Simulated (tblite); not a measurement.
Species: C9H13N.
Atom-mapped SMILES: `[H]/[N:2]=[CH:3]/[C@@H:4]1[CH2:5][C@@H:6]2[CH:7]=[CH:8][C@H:9]1[CH2:10][CH2:11]2` (hydrogens: H1 on N2; H12 on C3; H13 on C4; H14, H15 on C5; H16 on C6; H17 on C7; H18 on C8; H19 on C9; H20, H21 on C10; H22, H23 on C11)

Structure used (GFN2-xTB), in Å, numbered top down from 1:
```
atom  x, y, z in Å
H1     4.162   -0.236   -0.633
N2     3.396   -0.021    0.003
C3     2.245   -0.279   -0.422
C4     1.047    0.003    0.424
C5     0.196   -1.263    0.622
C6    -1.243   -1.001    0.143
C7    -1.176   -0.569   -1.288
C8    -0.434    0.509   -1.494
C9     0.173    1.087   -0.256
C10   -0.970    1.424    0.718
C11   -1.810    0.165    0.972
H12    2.017   -0.709   -1.409
H13    1.401    0.392    1.381
H14    0.617   -2.096    0.054
H15    0.186   -1.553    1.673
H16   -1.854   -1.896    0.277
H17   -1.694   -1.116   -2.059
H18   -0.267    0.965   -2.457
H19    0.775    1.975   -0.460
H20   -0.548    1.806    1.648
H21   -1.583    2.215    0.281
H22   -2.851    0.332    0.692
H23   -1.789   -0.108    2.028
```

Method: GFN2-xTB as coded in tblite; computed harmonic values from a numerical Hessian at the method's own geometry, unscaled. Errors from tens to a few hundred cm⁻¹ against measured bands are possible. One conformer, not necessarily the lowest.

Harmonic wavenumbers (cm⁻¹): 63.6, 74.0, 198.3, 265.0, 319.4, 362.2, 374.1, 397.6, 468.3, 574.1, 622.1, 652.4, 764.5, 777.9, 832.0, 875.6, 882.8, 884.9, 914.9, 947.6, 963.7, 987.3, 1011.1, 1021.9, 1051.2, 1064.7, 1087.3, 1101.9, 1116.7, 1152.6, 1166.1, 1178.3, 1204.5, 1214.2, 1225.6, 1252.9, 1265.3, 1283.6, 1284.6, 1292.8, 1316.9, 1328.8, 1349.2, 1355.4, 1373.6, 1482.1, 1492.2, 1507.2, 1689.5, 1741.8, 2820.6, 2961.6, 2963.2, 2967.1, 2968.5, 2971.9, 2985.9, 2990.0, 2993.7, 2999.1, 3087.9, 3104.1, 3331.7.

A = 2511, B = 1087, C = 1074 MHz; mass 135.105 u (most abundant isotopes); point group C1, symmetry number 1.

Task: What is the zero-point energy?

Result: Half the sum of the wavenumbers: 43980 cm⁻¹ = 526.12 kJ/mol.

Task: Give the ideal-gas entropy at 273.15 K and 1 bar in the rigid-rotor, harmonic-oscillator model (classical rotation).

Result: Translation 168.22, rotation 120.60, vibration 79.19: S = 368.0 J/(mol K).

Task: And Cp and H(273.15 K) − H(0)?

Result: Cp = 138.50 J/(mol K), of which vibrations give 105.24 (their classical limit is 63 R = 523.8); H(273.15 K) − H(0) = 21.37 kJ/mol without the zero-point energy, 12.29 from vibrations.

Task: How do the functions run with temperature in this model?

Result: 
| T (K) | S (J/(mol K)) | Cp (J/(mol K)) | H − H(0) (kJ/mol) | G − H(0) (kJ/mol) | ln q(vib) |
| --- | --- | --- | --- | --- | --- |
| 100 | 277.1 | 61.6 | 4.63 | -23.08 | 1.04 |
| 200 | 331.2 | 100.9 | 12.66 | -53.58 | 2.73 |
| 300 | 381.7 | 153.7 | 25.29 | -89.22 | 4.66 |
| 500 | 486.2 | 260.4 | 67.13 | -175.98 | 9.18 |
| 800 | 633.3 | 363.9 | 162.26 | -344.42 | 16.75 |
| 1000 | 719.5 | 407.6 | 239.64 | -479.87 | 21.79 |

q(vib) and H(0) count from the zero-point level.

Task: Which modes carry the vibrational entropy at 273.15 K?

Result: 63.6 cm⁻¹: 17.45; 74.0 cm⁻¹: 16.20; 198.3 cm⁻¹: 8.32; 265.0 cm⁻¹: 6.19; 319.4 cm⁻¹: 4.91; 362.2 cm⁻¹: 4.10 J/(mol K); the other 57 give 22.04 together.

Task: What must be added to the electronic energy to get the Gibbs energy at 273.15 K and 1 bar?

Result: ZPE + [H(273.15 K) − H(0)] − T·S = 526.12 + 21.37 − 100.52 = 446.97 kJ/mol.

Hindered rotation and anharmonicity are outside this model. Other conformers, if any are populated, would add a mixing term that is left out. The structure is chiral; the term R ln 2 for an equal mix with its mirror image is left out.

Run on an Arm Neoverse V1 with one thread, shared host. The figure is for the frequency step alone.
